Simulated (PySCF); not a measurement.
Bond length, frequency and bond energy of CsB⁺ by level of theory

State: ²Σ⁺ (doublet), unpaired electrons σ ↑. Set-up: Cs def2-SVP with ECP46, B def2-SVP; scalar-relativistic core potentials (PySCF 2.14). De refers to Cs⁺ + B in their high-spin ground configurations, without counterpoise correction. The functionals are run spin-unrestricted. A positive dipole points towards B; it is taken about the centre of mass and depends on that origin.

```json
{"Level": "UHF", "Re (Å)": "3.948", "ωe (cm⁻¹)": "99.0", "De (eV)": "0.195", "μ (D)": "-0.31", "CPU s a point (SCF and correlation, without the integrals)": "0.04"}
{"Level": "UHF-MP2", "Re (Å)": "3.866", "ωe (cm⁻¹)": "106", "De (eV)": "0.221", "μ (D)": "n/a", "CPU s a point (SCF and correlation, without the integrals)": "0.068"}
{"Level": "UHF-SCS-MP2", "Re (Å)": "3.883", "ωe (cm⁻¹)": "104", "De (eV)": "0.214", "μ (D)": "n/a", "CPU s a point (SCF and correlation, without the integrals)": "n/a"}
{"Level": "UHF-CCSD", "Re (Å)": "3.870", "ωe (cm⁻¹)": "104", "De (eV)": "0.216", "μ (D)": "n/a", "CPU s a point (SCF and correlation, without the integrals)": "n/a"}
{"Level": "UHF-CCSD(T)", "Re (Å)": "3.865", "ωe (cm⁻¹)": "105", "De (eV)": "0.218", "μ (D)": "n/a", "CPU s a point (SCF and correlation, without the integrals)": "1.9"}
{"Level": "PBE", "Re (Å)": "3.810", "ωe (cm⁻¹)": "110", "De (eV)": "0.269", "μ (D)": "0.07", "CPU s a point (SCF and correlation, without the integrals)": "0.31"}
{"Level": "r²SCAN", "Re (Å)": "3.833", "ωe (cm⁻¹)": "108", "De (eV)": "0.234", "μ (D)": "-0.12", "CPU s a point (SCF and correlation, without the integrals)": "0.37"}
{"Level": "TPSSh", "Re (Å)": "3.819", "ωe (cm⁻¹)": "107", "De (eV)": "0.233", "μ (D)": "-0.10", "CPU s a point (SCF and correlation, without the integrals)": "0.4"}
{"Level": "PBE0", "Re (Å)": "3.796", "ωe (cm⁻¹)": "111", "De (eV)": "0.249", "μ (D)": "-0.06", "CPU s a point (SCF and correlation, without the integrals)": "0.46"}
{"Level": "B97-3", "Re (Å)": "3.829", "ωe (cm⁻¹)": "113", "De (eV)": "0.218", "μ (D)": "-0.15", "CPU s a point (SCF and correlation, without the integrals)": "0.2"}
{"Level": "HSE06", "Re (Å)": "3.788", "ωe (cm⁻¹)": "112", "De (eV)": "0.253", "μ (D)": "-0.04", "CPU s a point (SCF and correlation, without the integrals)": "0.33"}
{"Level": "MN15", "Re (Å)": "3.795", "ωe (cm⁻¹)": "118", "De (eV)": "0.282", "μ (D)": "0.04", "CPU s a point (SCF and correlation, without the integrals)": "0.43"}
```

The bond length runs from 3.788 Å (HSE06) to 3.948 Å (UHF). De spans 0.20 eV (UHF, mean field) to 0.28 eV (MN15, hybrid meta-GGA). Correlation at CCSD(T) changes the Hartree–Fock bond energy by +0.02 eV; the triples alone change it by +0.00 eV.

Correlated steps freeze 1 core orbital. The bond is weak. Basis-set superposition, not corrected here, can be much of De in a small basis, most of all at correlated wavefunction levels. These are scalar-relativistic numbers at best; spin–orbit coupling would shift them, the dissociation energy most. For an ion De counts to the pair picked by the measured ionisation energies or electron affinities, which need not be the lowest pair at this level. The state was picked by a PBE0 search and need not be the measured ground state.

The whole job (state search and all levels along the bond) took about 1 min on 1 thread of Arm Neoverse V2 (shared host), peak memory 0.45 GiB.
